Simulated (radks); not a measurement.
The numbers below are computed, except where a source is named.
Ionisation of the germanium ion Ge23+, [He] 2s2 2p5, to Ge24+, [He] 2s2 2p4, under several functionals. Dirac Kohn-Sham, spin-unpolarised, spherical densities, point nucleus; open shells fill j = l - 1/2 first; a radial shooting solver on a logarithmic mesh with Libxc functionals. Known Delta-SCF values: LDA (Slater exchange, VWN5 correlation) 2307.7 eV; exchange-only PBE 2307.5 eV. What does B86b exchange with PBE correlation give, and what is its highest occupied eigenvalue?

Answer. 2309.5 eV by Delta-SCF; the 2p3/2 eigenvalue is -2245.3 eV. NIST: 2304 eV (semi-empirical).

Beside tabulated values, note that spin-unpolarised runs miss the spin-polarisation part of the exchange energy of open shells.
